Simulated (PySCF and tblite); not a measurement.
Results of a calculation; reference values are marked as such.
System: C₃H₇ClO₂Si₂, numbered as in [O:1]=[C:2]([SiH3:3])/[C:4]([Cl:5])=[C:6](\[OH:7])[SiH3:8].

For the rotation about the C2–C4 bond (torsion O1–C2–C4–Cl5 from -180° to -2°, rising): electronic barrier 19.43 kcal/mol, zero-point change -0.60 kcal/mol, thermal and entropy terms at 298.15 K a further -0.16 kcal/mol (symmetry numbers apart). The minimum is Cs, the saddle C1. The path came from a restrained scan, a climbing-image band and a saddle search at GFN2-xTB; energies are PBE0/pcSseg-1 + D3(BJ)//GFN2-xTB, thermal terms GFN2-xTB. Rates follow Eyring's equation with the number of equivalent paths and no tunnelling. Run with tblite and PySCF.

(1) How many equivalent paths lead out of the minimum?

(2) Work out the rate at 298.15 K.

Results:

(1) 2: the symmetry number of the minimum is 1, that of the saddle displaced along its mode 1, and the displaced saddle is chiral while the minimum is not, which doubles the count.

(2) ΔG‡ = 18.67 kcal/mol; k_B T/h = 6.2×10¹² s⁻¹; exp(−ΔG‡/RT) = 2.1×10⁻¹⁴; times 2 gives k = 0.26 s⁻¹. Wigner's tunnelling factor for the 58i cm⁻¹ mode would be 1.00.
